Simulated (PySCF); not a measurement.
**Dipole moment and polarisability of `CO[SiH](OC)C(F)(F)F`**

Species: C3H7F3O2Si.
Geometry (PBE0-D3(BJ)/def2-SVP, Å), atoms numbered from 1 in this order:
```xyz
16
C3H7F3O2Si angstrom
C      2.3580   -0.4720    0.0169
O      1.0004   -0.4947    0.3702
Si    -0.2542    0.2607   -0.3792
O     -1.6670   -0.3040    0.2234
C     -2.0829   -1.6438    0.2946
C     -0.2323    2.1285    0.0722
F      0.9643    2.6493   -0.2833
F     -1.1723    2.8341   -0.5704
F     -0.3835    2.3512    1.3806
H      2.8181    0.5029    0.2496
H      2.8838   -1.2492    0.5910
H      2.5091   -0.6769   -1.0584
H     -0.1316    0.1333   -1.8596
H     -1.3510   -2.2645    0.8377
H     -3.0410   -1.6824    0.8324
H     -2.2343   -2.0767   -0.7101
```

Level: wB97X-D/def2-SVPD (PySCF), static field, nuclei fixed, core orbitals frozen in the response. The polarisability tensor in these axes (au):

```
x   76.82  2.03 -0.78
y    2.03 73.00 -0.71
z   -0.78 -0.71 64.47
```

Problem. Diagonalise the tensor; give its mean and Δα, where Δα² is half the sum of the squared differences of the eigenvalues.

Solution. Principal values 64.38, 72.14 and 77.78 au; mean 71.43 au = 10.59 Å³ = 11.78 × 10⁻⁴⁰ C²·m²/J; Δα = 11.65 au (16 % of the mean).

Problem. What is the dipole moment, and where does it point?

Solution. (0.90, -3.11, -1.11) D, 3.42 D in size, pointing from the negative to the positive side. Measured along this direction, the outermost atoms are F8 and F9 at the negative end and H11 and H12 at the positive end.

Problem. Give the eigenvalues of the traceless quadrupole moment Θ = ½Σq(3rr − r²1), origin at the centre of nuclear charge.

Solution. -4.23, -1.49, 5.73 D·Å. The values depend on the origin, since the dipole doesn't vanish. The electronic extent ⟨r²⟩ about the same centre is 1501 bohr², a root-mean-square distance of 2.26 Å for the 82 electrons.

Problem. What would n − 1 = 2πNα be for an ideal gas of these molecules at 273.15 K and 1 atm, electronic part alone?

Solution. N = p/kT = 2.6868 × 10¹⁹ cm⁻³, so n − 1 = 2π × N × 10.59 × 10⁻²⁴ cm³ = 1787 × 10⁻⁶ at long wavelengths, for an ideal gas.

Problem. In TDDFT the mean static polarisability is Σ f/ω² over all singlet excitations (ω in hartree). How much of it do the 10 lowest give? Their energies (eV) and oscillator strengths: 7.90, 0.0116; 7.92, 0.0057; 8.23, 0.0017; 8.47, 0.0181; 8.72, 0.0100; 8.74, 0.0046; 8.93, 0.0601; 8.98, 0.0261; 9.11, 0.0466; 9.13, 0.0292.

Solution. They add up to 2.03 au, 2.8 % of the 71.43 au; the largest single term is 0.56 au, from the state at 8.93 eV. Terms in order: 0.14, 0.07, 0.02, 0.19, 0.10, 0.04, 0.56, 0.24, 0.42, 0.26 au. Higher excitations give the rest. The strengths listed sum to 0.214.

Problem. What molar refraction does this α imply?

Solution. Lorentz–Lorenz: R = (4π/3)N_A α = 2.5225 cm³/(mol·Å³) × 10.59 Å³ = 26.7 cm³/mol, in the limit of long wavelengths.

One conformer (not necessarily the lowest) at the PBE0-D3(BJ)/def2-SVP geometry, without solvent, vibrations or thermal averaging.
